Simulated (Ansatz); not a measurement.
C3H7InS (`[CH3][In]([CH3])[CH]=S`). The species carries charge 0 and has multiplicity 1. In takes the def2 core potential.

```
atom   x (Å)   y (Å)   z (Å)
  C1   1.382   0.764  -1.441
 In2  -0.080   0.144   0.005
  C3   0.055  -0.122   2.133
  C4  -1.943  -0.565  -0.860
  S5  -1.561  -2.126  -1.108
  H6   2.394   0.664  -1.049
  H7   1.279   0.151  -2.337
  H8   1.213   1.807  -1.715
  H9  -0.471  -1.036   2.410
 H10   1.092  -0.188   2.460
 H11  -0.421   0.718   2.642
 H12  -2.938  -0.211  -1.141
```

Q: List the harmonic frequencies (cm⁻¹, unscaled) at PBE0-D4/def2-TZVP in Ansatz. (An estimate is asked.)

A: Ansatz gave: 41, 43, 64, 78, 110, 127, 146, 489, 499, 524, 634, 658, 714, 715, 744, 1050, 1135, 1190, 1192, 1446, 1451, 1451, 1454, 3061, 3062, 3085, 3150, 3150, 3164, 3164.

Q: Is this a minimum?

A: Yes, all 30 modes are real.

Q: Give the ideal-gas thermochemistry at 298.15 K and 1 bar (rigid rotor, harmonic oscillator; point group Cs, symmetry number 1).

A: Zero-point energy 226.0 kJ/mol; H(298) − E = 253.5 kJ/mol; entropy 424.4 J/(mol·K), of which translation 174.3, rotation 118.6, vibration 131.5; G(298) − E = 127.0 kJ/mol. Modes under 100 cm⁻¹ are hindered rotations or soft bends, so the harmonic entropy is rough.

Q: And at 400, 500, 600, 800 and 1000 K?

A: 
| T (K) | H − E (kJ/mol) | S (J/mol/K) | G − E (kJ/mol) |
| --- | --- | --- | --- |
| 400 | 267.8 | 465.4 | 81.6 |
| 500 | 283.7 | 500.7 | 33.3 |
| 600 | 301.0 | 532.3 | -18.4 |
| 800 | 339.2 | 587.1 | -130.5 |
| 1000 | 381.1 | 633.8 | -252.7 |
